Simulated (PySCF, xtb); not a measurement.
AlH3OS, SMILES [OH][AlH][SH]. Other conformers were not sampled.

Harmonic wavenumbers (cm⁻¹) from GFN2-xTB (xtb) at its own minimum, in rising order: 99, 157, 420, 426, 479, 490, 504, 627, 901, 1933, 2385, 3766.

Question: What does TPSSh-D3(BJ)/def2-TZVP (PySCF 2.14.0) give at its own minimum? (An estimate is asked for; the answer gives what the named calculation found.)

Answer: 177, 271, 327, 482, 483, 537, 645, 698, 865, 1974, 2678, 3883. Paired by order, the mean absolute difference is 91 cm⁻¹ and the zero-point energies are 17.4 and 18.6 kcal/mol.
